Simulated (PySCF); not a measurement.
Species: cyclo-(Me2SiS)2, C₄H₁₂S₂Si₂.
Cartesian coordinates in Å at the PBE0-D3(BJ)/def2-SVP level; atoms count from 1:
```xyz
20
C4H12S2Si2 angstrom
Si    -0.629   -0.799    0.989
C     -1.127   -2.581    0.731
C     -1.053   -0.220    2.713
S      1.465   -0.485    0.540
Si     0.615    0.805   -0.977
C      1.037    0.216   -2.698
C      1.114    2.586   -0.727
S     -1.480    0.493   -0.525
H     -0.878   -2.905   -0.289
H     -0.602   -3.234    1.446
H     -2.212   -2.700    0.881
H     -0.509   -0.818    3.461
H     -0.777    0.837    2.842
H     -2.133   -0.326    2.900
H      0.503    0.817   -3.450
H      0.752   -0.838   -2.825
H      2.119    0.311   -2.881
H      0.614    3.234   -1.465
H      2.203    2.697   -0.849
H      0.840    2.926    0.282
```

NICS = −σ at a ghost point: NICS(0) at the centroid of the ring atoms, NICS(1) 1 Å to either side along the normal of their mean plane, zz for the tensor component along that normal. Level: GIAO B3LYP/pcSseg-1 (PySCF, non-relativistic, gas phase) on the PBE0-D3(BJ)/def2-SVP geometry, one conformer.

Ring bond lengths (Å): Si1–S4 2.165, S4–Si5 2.165, Si5–S8 2.166, S8–Si1 2.164.

Give the NICS values of each ring in ppm.

```json
{"ring": "Si1–S4–Si5–S8", "type": "4-membered ring with 2 S and 2 Si", "NICS(0)": "-7.5", "NICS(1), two faces": "-2.8 / -2.8", "NICS(1)zz, two faces": "4.4 / 4.4", "rms pucker (Å)": "0.00", "centre to ring atoms, mean (Å)": "1.53"}
```

What do they say, and how far can they be read as aromaticity?

- Si1–S4–Si5–S8: mean NICS(1)zz 4.4 ppm, deshielded. Si1, Si5 have four or more neighbours, and the NICS criterion for π rings isn't applied.

What field does 9.4 T along the ring normal induce along that normal at the second NICS(1) probe listed for ring Si1–S4–Si5–S8, 1 Å off the ring?

NICSzz × B0 = 4.4 ppm × 9.4 T = 41 μT, along the applied field.

How do the values depend on the level or the medium?

| level | NICS(0), Si1–S4–Si5–S8 | mean NICS(1)zz, Si1–S4–Si5–S8 |
| --- | --- | --- |
| B3LYP/pcSseg-1, gas | -7.5 | 4.4 |
| PBE0/pcSseg-1, gas | -7.8 | 4.1 |

The geometry is the same throughout.
